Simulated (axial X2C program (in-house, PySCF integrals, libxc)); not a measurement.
**NbSn along the bond: PBE0, two-component**

Calculated with an in-house all-electron X2C program for linear molecules (integrals from PySCF). Two-component (2c) means X2C with spin–orbit coupling and atomic mean-field two-electron Coulomb and Gaunt terms. Basis: Sn dyall-cv3z [11s12p9d4f1g], Nb dyall-cv3z [11s12p9d5f3g] (cores contracted in-house); Gaussian nuclei, density fitting, unrestricted open shells. Masses: Sn 119.902 u, Nb 92.906 u.

State: Ω = 5/2 (⟨Sz⟩ = 2.51, ⟨Lz⟩ = -0.01 at PBE0). Dipoles are positive if Nb is the positive end.

```json
{"R (Å)": "2.544", "μ (D)": "2.564", "HOMO (eV)": "-4.77", "LUMO (eV)": "-2.68"}
{"R (Å)": "2.625", "μ (D)": "2.576", "HOMO (eV)": "-4.79", "LUMO (eV)": "-2.61"}
{"R (Å)": "2.706", "μ (D)": "2.577", "HOMO (eV)": "-4.79", "LUMO (eV)": "-2.55"}
{"R (Å)": "2.801", "μ (D)": "2.566", "HOMO (eV)": "-4.79", "LUMO (eV)": "-2.50"}
{"R (Å)": "2.895", "μ (D)": "2.543", "HOMO (eV)": "-4.78", "LUMO (eV)": "-2.46"}
{"R (Å)": "3.017", "μ (D)": "2.495", "HOMO (eV)": "-4.74", "LUMO (eV)": "-2.47"}
```

(1) The minimum lies at 2.697 Å. What is the dipole moment there, and its slope?

The state is a single determinant with fixed occupations, the lowest that a limited PBE0 search found. Density functionals use the spin component along the axis (collinear). With several unpaired electrons one determinant need not be a pure state. This is the top spin component of a Σ state; components of lower Ω are not single determinants and can lie lower.

Answers

(1) At PBE0, 2c, with the sign and origin stated: μ = 2.58 D, dμ/dR = -0.04 D/Å.
